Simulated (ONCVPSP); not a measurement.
**Logarithmic derivatives: Ta, ONCV**

ONCVPSP 4.0.1 input, shortened (lines: element, Z, core and valence counts, functional; n l f; lmax; l rc ep ncon nbas qcut; lloc lpopt rc5 dvloc0; l nproj debl; icmod fcfact rcfact), PBE, fully relativistic:

```
  Ta 73.00    9    5        4      upf
    1    0    2.00
    2    0    2.00
    2    1    6.00
    3    0    2.00
    3    1    6.00
    3    2   10.00
    4    0    2.00
    4    1    6.00
    4    2   10.00
    4    3   14.00
    5    0    2.00
    5    1    6.00
    5    2    3.00
    6    0    1.50
    3
    0    1.55    0.00    5    8    6.30
    1    1.30    0.00    5    9    7.30
    2    2.60    0.00    4    9    7.30
    3    0.60    0.00    4    8   29.70
    4    5    0.50    9.50
    0    2    2.60
    1    2    2.30
    2    2    1.60
    3    2    3.10
    3    5.00    1.75
```

Open shells are filled in proportion to 2j + 1.

The phase is arctan(r·R′/R) of the radial function R(r), unwrapped; energies in Ha, scanned from -4 to 5 Ha. A pole is an energy at which the radial function vanishes at the test radius. The pseudo phase is shifted by a multiple of π to meet the all-electron one at the reference energy, and phase errors are pseudo minus all-electron; the curves can meet again beyond the range given. Levels narrower than the energy grid can be missing from the lists of poles.

Problem. For each channel, where are the poles, and over which energies does the pseudopotential scatter like the atom?

Solution.

| channel | radius (bohr) | reference energy (Ha) | poles, all-electron | poles, pseudo | unbroken range about the reference energy with phases within 0.05 rad | phase error 1 Ha above the reference energy (rad) |
| --- | --- | --- | --- | --- | --- | --- |
| s | 1.58 | -0.31 | -1.91 | -1.91 | the whole range | -0.000 |
| p3/2 | 1.32 | -1.48 | 2.38 | 2.37 | the whole range | -0.000 |
| p1/2 | 1.32 | -1.81 | 1.32 | 1.32 | the whole range | -0.000 |
| d5/2 | 2.64 | -0.25 | 0.11, 3.35 | 0.10, 3.35 | the whole range | +0.000 |
| d3/2 | 2.64 | -0.27 | 0.06, 3.26 | 0.06, 3.27 | the whole range | +0.000 |
| f7/2 | 0.61 | -1.00 | none | none | the whole range | -0.000 |
| f5/2 | 0.61 | -1.07 | none | none | the whole range | -0.000 |

Note: ghosts flagged at negative energy: s at -1256.3 eV, p3/2 at -485.5 eV, p1/2 at -423.9 eV, f5/2 at -27.8 eV; GHOST(+) flagged for d5/2 at 2.75 eV, d3/2 at 55.1 eV, s at 179.1 eV. A true bound ghost makes a file unfit for plane-wave use.

Phases in the f5/2 channel:

```csv
E (Ha),all-electron,pseudo
-3.98,-0.433,-0.433
-3.50,-0.560,-0.560
-3.02,-0.677,-0.677
-2.54,-0.782,-0.782
-2.06,-0.875,-0.875
-1.58,-0.957,-0.957
-1.10,-1.029,-1.029
-0.62,-1.092,-1.092
-0.14,-1.148,-1.148
0.34,-1.197,-1.197
0.82,-1.241,-1.241
1.30,-1.280,-1.280
1.78,-1.315,-1.315
2.26,-1.347,-1.347
2.74,-1.376,-1.376
3.22,-1.403,-1.403
3.70,-1.427,-1.427
4.18,-1.450,-1.450
4.66,-1.471,-1.471
```
